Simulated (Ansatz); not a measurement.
Results of the Gaussian-basis code of Ansatz.

A structure relaxed at PBE0-D4/def2-TZVP, charge 0, multiplicity 1:

```xyz
21

C    -2.472   -0.233   -1.425
C    -1.970   -0.868   -0.369
Si   -0.555   -0.227    0.649
Cl   -1.186   -0.197    2.630
C    -0.096    1.518    0.161
C     1.064    2.099    0.965
C     0.904   -1.394    0.564
C     1.535   -1.463   -0.825
H    -3.291   -0.642   -2.012
H    -2.092    0.730   -1.752
H    -2.405   -1.828   -0.095
H    -0.988    2.144    0.268
H     0.148    1.514   -0.908
H     1.287    3.124    0.660
H     0.836    2.112    2.033
H     1.977    1.513    0.833
H     1.640   -1.079    1.311
H     0.560   -2.384    0.882
H     1.938   -0.493   -1.130
H     0.807   -1.765   -1.582
H     2.358   -2.180   -0.855
```

(1) Give its formula and SMILES.

(2) Point group (tolerance 0.08 Å, 0.16 Å for H)?

(3) Summarise the bond lengths by kind.

## Answers

(1) C6H13ClSi, `C=C[Si](Cl)(CC)CC`.

(2) C1.

(3) 3 × C–C 1.330 to 1.527 Å; 13 × C–H 1.086 to 1.097 Å; 3 × C–Si 1.858 to 1.870 Å; 1 × Cl–Si 2.079 Å.
